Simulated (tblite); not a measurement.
A geometry optimisation, step by step.

Species: C₆H₈P₂.
Numbering: `[CH:1]#[C:2][CH2:3]/[P:4]=[P:5]\[CH2:6][CH:7]=[CH2:8]` (hydrogens: H9 on C1; H10, H11 on C3; H12, H13 on C6; H14 on C7; H15, H16 on C8)

Computed with GFN2-xTB (tblite), gas phase: L-BFGS steps from a force-field or distance-geometry start until the largest atomic force falls under 0.01 eV/Å. 12 of its 74 geometries are shown.

Step 0: E = -593.6163 eV, largest atomic force 2.772 eV/Å
```
atom  x, y, z in Å  |  force x, y, z in eV/Å
C1      2.871    0.816   -1.244    0.992   2.242  -0.909
C2      2.405   -0.176   -0.804   -0.901  -2.433   0.975
C3      1.874   -1.438   -0.244   -0.584   1.335  -1.499
P4      1.512   -1.229    1.561    0.556  -0.747   0.647
P5      0.060    0.073    2.006   -0.283   0.590   0.422
C6     -0.716    0.890    0.510   -0.875  -0.403   0.447
C7     -1.804   -0.064    0.097   -1.141   0.354  -0.376
C8     -3.078    0.368    0.091    1.091  -0.072   0.154
H9      3.281    1.727   -1.633   -0.327  -0.671   0.275
H10     0.951   -1.689   -0.834    0.633   0.006   0.478
H11     2.617   -2.217   -0.361    0.083  -0.190  -0.023
H12    -1.239    1.786    0.913    0.646  -0.261  -0.469
H13    -0.015    1.121   -0.279    0.186   0.085  -0.138
H14    -1.558   -1.103   -0.187   -0.035   0.744   0.184
H15    -3.261    1.416    0.384   -0.206  -0.861  -0.277
H16    -3.907   -0.272   -0.186    0.167   0.281   0.109
```

Step 7: E = -593.8535 eV, largest atomic force 0.348 eV/Å
```
atom  x, y, z in Å  |  force x, y, z in eV/Å
C1      2.870    0.837   -1.238   -0.079  -0.124   0.068
C2      2.411   -0.190   -0.823   -0.034   0.211   0.006
C3      1.856   -1.395   -0.271   -0.034  -0.056  -0.011
P4      1.528   -1.267    1.601    0.045   0.025  -0.050
P5      0.091    0.093    2.061   -0.038   0.036  -0.065
C6     -0.722    0.850    0.530    0.062   0.081  -0.001
C7     -1.824   -0.036    0.070    0.103  -0.134   0.175
C8     -3.080    0.358    0.087   -0.217   0.079  -0.037
H9      3.276    1.719   -1.629    0.028   0.044  -0.026
H10     0.957   -1.695   -0.815   -0.103   0.076   0.050
H11     2.589   -2.199   -0.374    0.022  -0.043   0.009
H12    -1.162    1.791    0.859    0.050   0.141   0.090
H13    -0.011    1.088   -0.259    0.247  -0.237  -0.062
H14    -1.554   -1.050   -0.190    0.004  -0.057  -0.119
H15    -3.319    1.370    0.369   -0.116   0.042   0.044
H16    -3.914   -0.264   -0.187    0.061  -0.082  -0.072
```

Step 13: E = -593.9027 eV, largest atomic force 0.200 eV/Å
```
atom  x, y, z in Å  |  force x, y, z in eV/Å
C1      2.858    0.852   -1.229   -0.036  -0.048   0.008
C2      2.378   -0.166   -0.816    0.001  -0.002   0.001
C3      1.835   -1.382   -0.274   -0.112  -0.007   0.136
P4      1.543   -1.264    1.608    0.013   0.083  -0.025
P5      0.114    0.105    2.079   -0.083  -0.054   0.010
C6     -0.696    0.844    0.532    0.069  -0.052   0.086
C7     -1.833   -0.021    0.102    0.112   0.070  -0.150
C8     -3.099    0.357    0.082   -0.011   0.007   0.062
H9      3.278    1.724   -1.630    0.002   0.063   0.000
H10     0.911   -1.666   -0.784   -0.011   0.041  -0.002
H11     2.564   -2.190   -0.389   -0.036   0.030  -0.062
H12    -1.061    1.832    0.831    0.052  -0.068  -0.104
H13     0.064    0.953   -0.246   -0.072  -0.023  -0.042
H14    -1.558   -1.017   -0.228   -0.030  -0.008   0.064
H15    -3.409    1.346    0.378    0.075   0.028   0.064
H16    -3.896   -0.298   -0.225    0.068  -0.059  -0.046
```

Step 20: E = -593.9231 eV, largest atomic force 0.128 eV/Å
```
atom  x, y, z in Å  |  force x, y, z in eV/Å
C1      2.843    0.856   -1.228    0.001   0.049   0.002
C2      2.356   -0.153   -0.805   -0.030   0.004  -0.004
C3      1.802   -1.362   -0.259   -0.014   0.021   0.032
P4      1.559   -1.235    1.628   -0.044  -0.022  -0.030
P5      0.081    0.082    2.098    0.028   0.018  -0.095
C6     -0.667    0.824    0.524   -0.003  -0.028  -0.018
C7     -1.819   -0.013    0.088    0.024  -0.006   0.010
C8     -3.088    0.361    0.090    0.088  -0.055   0.005
H9      3.266    1.732   -1.619    0.001   0.031  -0.010
H10     0.870   -1.631   -0.764   -0.036   0.051   0.066
H11     2.521   -2.173   -0.410   -0.043  -0.020   0.035
H12    -0.999    1.833    0.784    0.016  -0.067  -0.033
H13     0.089    0.888   -0.264    0.018  -0.013   0.057
H14    -1.564   -1.018   -0.233    0.010   0.027  -0.024
H15    -3.408    1.339    0.414    0.057  -0.084  -0.041
H16    -3.851   -0.320   -0.251   -0.073   0.093   0.050
```

Step 27: E = -593.9426 eV, largest atomic force 0.125 eV/Å
```
atom  x, y, z in Å  |  force x, y, z in eV/Å
C1      2.818    0.883   -1.221    0.012   0.048  -0.001
C2      2.325   -0.123   -0.798   -0.002  -0.046   0.058
C3      1.756   -1.323   -0.236    0.014   0.012  -0.042
P4      1.555   -1.230    1.647    0.004   0.000   0.084
P5      0.057    0.069    2.096    0.049   0.038   0.056
C6     -0.626    0.787    0.493   -0.086  -0.023  -0.088
C7     -1.786   -0.044    0.059   -0.090  -0.004   0.023
C8     -3.051    0.341    0.097    0.079   0.013  -0.030
H9      3.246    1.758   -1.612   -0.030  -0.046   0.010
H10     0.794   -1.552   -0.699   -0.020   0.009  -0.041
H11     2.435   -2.163   -0.411    0.000   0.012  -0.048
H12    -0.946    1.806    0.716   -0.031  -0.002   0.014
H13     0.148    0.824   -0.277    0.014  -0.020   0.021
H14    -1.540   -1.048   -0.269   -0.011   0.024  -0.053
H15    -3.340    1.319    0.443    0.049   0.016  -0.014
H16    -3.854   -0.295   -0.238    0.049  -0.032   0.051
```

Step 33: E = -593.9477 eV, largest atomic force 0.030 eV/Å
```
atom  x, y, z in Å  |  force x, y, z in eV/Å
C1      2.809    0.889   -1.211   -0.004  -0.009   0.012
C2      2.323   -0.119   -0.782   -0.008   0.011   0.020
C3      1.744   -1.318   -0.230    0.007   0.002  -0.014
P4      1.554   -1.230    1.660    0.006   0.010  -0.028
P5      0.065    0.084    2.100    0.008   0.004   0.015
C6     -0.625    0.775    0.483    0.023   0.003   0.013
C7     -1.780   -0.057    0.049    0.016  -0.005  -0.005
C8     -3.039    0.340    0.094    0.001  -0.006   0.019
H9      3.236    1.759   -1.611   -0.010  -0.014   0.013
H10     0.777   -1.529   -0.694    0.012   0.001  -0.001
H11     2.415   -2.159   -0.425   -0.014  -0.012   0.004
H12    -0.952    1.793    0.702   -0.008   0.009  -0.014
H13     0.159    0.809   -0.274    0.002   0.015  -0.020
H14    -1.539   -1.056   -0.295   -0.008  -0.017  -0.010
H15    -3.305    1.324    0.443   -0.020   0.003  -0.002
H16    -3.849   -0.297   -0.216   -0.004   0.004  -0.003
```

Step 40: E = -593.9482 eV, largest atomic force 0.023 eV/Å
```
atom  x, y, z in Å  |  force x, y, z in eV/Å
C1      2.808    0.888   -1.206   -0.006  -0.010   0.009
C2      2.322   -0.119   -0.776    0.008  -0.004  -0.013
C3      1.742   -1.320   -0.231   -0.001   0.003   0.001
P4      1.556   -1.228    1.659   -0.003  -0.002  -0.009
P5      0.070    0.089    2.100    0.001   0.012  -0.020
C6     -0.623    0.775    0.480    0.014   0.007   0.012
C7     -1.778   -0.059    0.049    0.010   0.002  -0.005
C8     -3.037    0.338    0.098   -0.015   0.003  -0.009
H9      3.233    1.759   -1.607   -0.003  -0.001   0.015
H10     0.775   -1.527   -0.697    0.005  -0.001   0.007
H11     2.410   -2.164   -0.426   -0.008   0.005  -0.002
H12    -0.954    1.793    0.697   -0.002   0.005   0.001
H13     0.160    0.813   -0.278   -0.003  -0.005  -0.008
H14    -1.541   -1.058   -0.299    0.006  -0.002   0.005
H15    -3.306    1.323    0.443    0.004   0.005   0.014
H16    -3.848   -0.296   -0.214   -0.007  -0.017  -0.001
```

Step 46: E = -593.9488 eV, largest atomic force 0.023 eV/Å
```
atom  x, y, z in Å  |  force x, y, z in eV/Å
C1      2.806    0.888   -1.191    0.001   0.003  -0.003
C2      2.322   -0.126   -0.776   -0.002   0.004  -0.005
C3      1.738   -1.325   -0.233   -0.003  -0.018  -0.001
P4      1.559   -1.226    1.655   -0.007   0.003   0.008
P5      0.085    0.106    2.091   -0.012   0.001   0.011
C6     -0.620    0.780    0.472   -0.008   0.006   0.001
C7     -1.775   -0.058    0.047    0.005  -0.001   0.001
C8     -3.036    0.335    0.101    0.005  -0.006   0.010
H9      3.228    1.763   -1.585    0.015   0.017   0.002
H10     0.769   -1.526   -0.698   -0.015  -0.004   0.000
H11     2.399   -2.172   -0.429    0.013  -0.016  -0.009
H12    -0.954    1.796    0.687    0.005   0.009  -0.007
H13     0.160    0.818   -0.291   -0.014  -0.003  -0.002
H14    -1.538   -1.057   -0.299    0.011   0.006  -0.008
H15    -3.307    1.317    0.454    0.000  -0.006  -0.013
H16    -3.844   -0.303   -0.212    0.005   0.005   0.014
```

Step 53: E = -593.9492 eV, largest atomic force 0.022 eV/Å
```
atom  x, y, z in Å  |  force x, y, z in eV/Å
C1      2.804    0.888   -1.183    0.005   0.003  -0.001
C2      2.321   -0.131   -0.778   -0.007  -0.004   0.004
C3      1.735   -1.331   -0.237   -0.006   0.003   0.005
P4      1.557   -1.223    1.653   -0.004  -0.001  -0.010
P5      0.090    0.118    2.086    0.001  -0.007   0.011
C6     -0.619    0.786    0.467   -0.011   0.002  -0.019
C7     -1.772   -0.057    0.047   -0.007   0.004   0.000
C8     -3.034    0.330    0.106    0.009  -0.002  -0.005
H9      3.228    1.767   -1.565    0.005  -0.004   0.001
H10     0.764   -1.529   -0.698    0.003  -0.002  -0.006
H11     2.394   -2.181   -0.435   -0.001   0.008   0.004
H12    -0.953    1.804    0.677   -0.001   0.001  -0.001
H13     0.156    0.820   -0.300    0.013   0.004   0.001
H14    -1.529   -1.054   -0.302   -0.003   0.007   0.005
H15    -3.307    1.312    0.457    0.000  -0.013  -0.002
H16    -3.842   -0.311   -0.203    0.005   0.001   0.015
```

Step 60: E = -593.9496 eV, largest atomic force 0.019 eV/Å
```
atom  x, y, z in Å  |  force x, y, z in eV/Å
C1      2.806    0.886   -1.174    0.003   0.003   0.003
C2      2.316   -0.133   -0.777    0.002   0.000   0.000
C3      1.728   -1.333   -0.241    0.006   0.006  -0.004
P4      1.549   -1.223    1.648   -0.018  -0.005   0.000
P5      0.089    0.126    2.079   -0.002   0.009  -0.004
C6     -0.617    0.794    0.457   -0.001  -0.004   0.000
C7     -1.768   -0.055    0.043   -0.004  -0.005   0.005
C8     -3.031    0.325    0.112    0.001   0.000   0.008
H9      3.235    1.767   -1.547    0.001  -0.007  -0.004
H10     0.758   -1.534   -0.705    0.005   0.004   0.002
H11     2.389   -2.182   -0.436   -0.002   0.002  -0.002
H12    -0.955    1.812    0.665    0.009  -0.002  -0.001
H13     0.162    0.827   -0.307   -0.005   0.005   0.000
H14    -1.522   -1.052   -0.302   -0.001  -0.006  -0.003
H15    -3.308    1.306    0.460   -0.002   0.004   0.006
H16    -3.839   -0.324   -0.183    0.006  -0.005  -0.005
```

Step 66: E = -593.9498 eV, largest atomic force 0.013 eV/Å
```
atom  x, y, z in Å  |  force x, y, z in eV/Å
C1      2.809    0.886   -1.167    0.002  -0.001  -0.004
C2      2.314   -0.133   -0.777    0.006   0.003   0.008
C3      1.724   -1.333   -0.243    0.000   0.003  -0.004
P4      1.537   -1.226    1.645    0.002  -0.006   0.008
P5      0.087    0.134    2.076    0.000  -0.003  -0.005
C6     -0.615    0.798    0.452    0.008   0.006   0.008
C7     -1.765   -0.055    0.043    0.005   0.004   0.001
C8     -3.030    0.321    0.117   -0.003  -0.004   0.001
H9      3.241    1.766   -1.541    0.002  -0.003  -0.002
H10     0.756   -1.533   -0.710   -0.001   0.003  -0.006
H11     2.386   -2.181   -0.437   -0.002   0.000   0.002
H12    -0.952    1.815    0.657   -0.011   0.005  -0.004
H13     0.164    0.831   -0.312   -0.004  -0.008  -0.006
H14    -1.519   -1.052   -0.303    0.003   0.004   0.001
H15    -3.309    1.302    0.465    0.002  -0.002   0.006
H16    -3.835   -0.332   -0.174   -0.008  -0.002  -0.004
```

Step 73: E = -593.9500 eV, largest atomic force 0.009 eV/Å
```
atom  x, y, z in Å  |  force x, y, z in eV/Å
C1      2.813    0.885   -1.165    0.002  -0.003  -0.001
C2      2.316   -0.132   -0.772    0.003  -0.001  -0.002
C3      1.721   -1.333   -0.244   -0.002  -0.004   0.008
P4      1.527   -1.232    1.645    0.001   0.005  -0.004
P5      0.087    0.139    2.072   -0.002   0.000   0.005
C6     -0.615    0.803    0.448   -0.003  -0.001  -0.004
C7     -1.764   -0.054    0.043   -0.001  -0.001  -0.001
C8     -3.029    0.317    0.122   -0.004  -0.001   0.001
H9      3.247    1.763   -1.538    0.005   0.004  -0.001
H10     0.756   -1.530   -0.717    0.001   0.004  -0.001
H11     2.383   -2.181   -0.437    0.001  -0.002  -0.002
H12    -0.954    1.820    0.649    0.001  -0.001   0.002
H13     0.162    0.833   -0.318    0.004   0.002  -0.001
H14    -1.514   -1.050   -0.303   -0.002   0.004  -0.002
H15    -3.310    1.297    0.472    0.000  -0.005   0.001
H16    -3.833   -0.338   -0.168   -0.001   0.002   0.002
```

Question: Summarise the path.

Answer: The energy falls by 32.20 kJ/mol from step 0 to step 73; nine tenths of that is first reached at step 18. It rises by more than 0.2 meV at step 1. The largest force goes from 2.772 to 0.009 eV/Å. Among the bonds C3–P4 changes most, from 1.853 to 1.901 Å; the atoms move by 0.190 Å rms after alignment.

What follows is the cost of the whole relaxation. On an Intel Xeon Platinum 8488C with one thread, shared host with 192 logical CPUs at a one-minute load of 26, this took 0.62 s of wall time.
